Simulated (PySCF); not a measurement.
## In: ionisation energy

In [Kr] 4d10 5s2 5p1 (2P) → In⁺ [Kr] 4d10 5s2 (1S), as a difference of total energies. Computed with PySCF 2.14 in aug-cc-pwCVDZ-PP with ECP28MDF (6s5p4d1f, 48 functions), with scalar relativity through the core potential. Correlated levels: valence and next inner shell: nothing frozen outside the core potential. The calculations carry no spin-orbit coupling.

```tsv
method	ionisation energy (eV)
UHF	5.207
MP2 (valence and next inner shell)	5.367
SCS-MP2 (valence and next inner shell)	5.314
CCSD (valence and next inner shell)	5.415
CCSD(T) (valence and next inner shell)	5.421
```

Q: How much does correlation contribute at CCSD(T) (valence and next inner shell)?

A: 5.421 − (5.207) = 0.214 eV, measured against UHF.

Errors of the correlated levels include the incompleteness of this basis.

For comparison: 5.603 eV (measured; NIST levels, between the centres of gravity of the two terms).
